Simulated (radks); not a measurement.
Values are calculated unless marked as measured or tabulated.
Effect of the nuclear size on the bismuth ion Bi+, [Hg] 6p2. Code: a radial shooting solver on a logarithmic mesh with Libxc functionals. Model: Dirac Kohn-Sham, relativistic LDA (MacDonald-Vosko exchange, VWN5 correlation), spin-unpolarised, spherical densities, finite nucleus; open shells are shared between the two j in proportion to 2j + 1; Fermi nuclear charge, rms radius 5.5211 fm. The rms radius is varied about that value; shifts are against it.

| rms radius (fm) | total energy shift (eV) | density at nucleus (e/bohr^3) | 1s1/2 shift (meV) | 2s1/2 shift (meV) | 5p1/2 shift (meV) | 6s1/2 shift (meV) | 6p1/2 shift (meV) | 6p3/2 shift (meV) | 7s1/2 (empty) shift (meV) |
|---|---|---|---|---|---|---|---|---|---|
| 4.9138 | -29.6 | 3.078e+06 | -11700 | -1800 | 0.333 | -2.71 | 0.292 | 0.387 | -0.434 |
| 5.1733 | -17.2 | 3.008e+06 | -6800 | -1040 | 0.193 | -1.57 | 0.170 | 0.225 | -0.252 |
| 5.5211 | 0 | 2.922e+06 | 0.000 | 0.000 | 0.000 | 0.000 | 0.000 | 0.000 | 0.000 |
| 5.7695 | 12.7 | 2.865e+06 | 5000 | 768 | -0.141 | 1.16 | -0.125 | -0.166 | 0.186 |
| 6.7523 | 65.8 | 2.67e+06 | 26000 | 3980 | -0.721 | 6.00 | -0.646 | -0.860 | 0.963 |

Slopes of the eigenvalues against <r^2> in GHz/fm^2, as finite differences over the two radii next to the reference (eigenvalue slopes, not the field-shift constants of lines): 1s1/2 437000, 2s1/2 67100, 5p1/2 -12.4, 6s1/2 101, 6p1/2 -10.9, 6p3/2 -14.5, 7s1/2 (empty) 16.2.
